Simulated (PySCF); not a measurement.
**Polarisability and C₆ of Ru(35+) (ruthenium, charge +35)**

[He] 2s2 2p5, 2P determinant. Computed with PySCF 2.14 in an even-tempered Gaussian basis (17 s from 13 bohr⁻², ratio 2.2; 11 p from 16 bohr⁻², ratio 2.2; 6 d from 71 bohr⁻², ratio 2.4; 5 f from 110 bohr⁻², ratio 2.4; 4 g from 160 bohr⁻², ratio 2.4), with the non-relativistic Hamiltonian (point nucleus). Coupled (time-dependent) response in atomic units; α is the mean over directions.

```csv
method,mean α (bohr³),"α xx, yy, zz",C₆ (like pair),S(−4)
UHF,0.0007561,"0.001622, 0.0003232, 0.0003232",1.586e-05,6.877e-06
PBE0,0.0007649,"0.001645, 0.0003248, 0.0003248",1.578e-05,7.935e-06
```

S(−4) is the Cauchy moment in α(ω) = α(0) + S(−4) ω² + …

Spin-orbit coupling is absent.

α(iu) at PBE0:

```
u (hartree)  α(iu) (bohr³)
          0      0.0007649
       4.00      0.0006659
       8.00      0.0005265
       16.0      0.0003952
       24.0      0.0003499
       32.0      0.0003273
       40.0      0.0003117
       60.0      0.0002804
       80.0      0.0002512
        120      0.0001969
        200      0.0001190
```

A single London oscillator, α(iu) = α/(1 + u²/ω²), gives C₆ = (3/4) ω α². Matching the computed C₆ needs ω = 4 × 1.578e-05 / (3 × 0.0007649²) = 36.0 hartree.

For an ion, C₆ is the dispersion term alone; charge-induced terms of lower order in 1/R come first.

The components differ because the open shell of this determinant is not spherical; for a pure term their mean is the scalar polarisability.

A non-relativistic calculation at this Z misses sizeable relativistic shifts. Spin-orbit coupling, absent here, splits the open shell strongly.
